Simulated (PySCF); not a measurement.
boroxine (B3H3O3), SMILES B1OBOBO1. Geometry optimised at ωB97X-D3(BJ)/def2-SVP.

Computed equilibrium geometry at ωB97X-D3(BJ)/def2-SVP (PySCF confirms it by a frequency run) as bond lengths and angles, and its point group:
point group D3h.
Atoms: B1 O2 B3 O4 B5 O6 H7 H8 H9. Bond lengths (Å): B1–O2 1.376, B1–O6 1.376, B1–H7 1.202, O2–B3 1.376, B3–O4 1.376, B3–H8 1.202, O4–B5 1.376, B5–O6 1.376, B5–H9 1.202. Bond angles (°): O2–B1–O6 119.3, O2–B1–H7 120.4, O6–B1–H7 120.4, B1–O2–B3 120.7, O2–B3–O4 119.3, O2–B3–H8 120.4, O4–B3–H8 120.4, B3–O4–B5 120.7, O4–B5–O6 119.3, O4–B5–H9 120.4, O6–B5–H9 120.4, B1–O6–B5 120.7.
